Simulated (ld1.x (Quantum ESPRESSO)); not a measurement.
Cutoff test, Cu (Z = 29), TM

ld1.x (Quantum ESPRESSO) 7.5 input, shortened:

```
&input
   title='Cu', zed=29., rel=1, dft='PBESOL', iswitch=3,
   config='[Ar] 3d10 4s0.75 4p0.25'
 /
 &inputp
   pseudotype=2, tm=.true., lloc=-1, rcloc=0.85,
   nlcc=.false.
 /
3
3S  1  0   2.00   0.00  1.05  1.05  0.0
3P  2  1   6.00   0.00  1.05  1.05  0.0
3D  3  2  10.00   0.00  1.00  1.00  0.0
 &test
   configts(1)='3s2 3p6 3d10 4s0.75 4p0.25'
 /
```

Occupied shells without a wave of their own: 4p, 4s. They enter only through the test configuration that unscreens the potential.

The pseudo-atom Hamiltonian at the reference potential is diagonalised in spherical Bessel functions j_l(qr) that vanish at 20 bohr, with q² up to the cutoff. All-electron valence levels (Ry): 3s -8.4526, 4s -0.3701, 3p -5.3362, 4p -0.0707, 3d -0.4158.

Task: How do the lowest levels (Ry) of each channel move with the cutoff, and are there ghosts?

Result:

```
cutoff (Ry)     s #1     s #2     s #3     p #1     p #2    p #3     d #1    d #2    f #1  Σ f·Δε (mRy)
          8  -6.8989  -0.2550  -0.0027  -1.2094  -0.0131  0.0721   0.0424  0.1366  0.0917       32571.4
         25  -8.3435  -0.3832  -0.0140  -3.9832  -0.0482  0.0423   0.0422  0.1352  0.0917       12932.9
         50  -8.4013  -0.3877  -0.0143  -5.1796  -0.0673  0.0344   0.0419  0.1326  0.0917        5627.9
        100  -8.4485  -0.3881  -0.0143  -5.3359  -0.0709  0.0332  -0.0237  0.0474  0.0917        3937.5
        180  -8.4527  -0.3895  -0.0144  -5.3365  -0.0710  0.0332  -0.4077  0.0435  0.0917          85.2
        400  -8.4529  -0.3895  -0.0144  -5.3366  -0.0710  0.0332  -0.4161  0.0434  0.0917           0.0
```

Result: no extra level below or beside the all-electron valence levels (s, p, d, f tested); 10 mRy is reached at 230 Ry and 1 mRy at over 300 Ry.

Its largest configuration-test error is -640 meV.
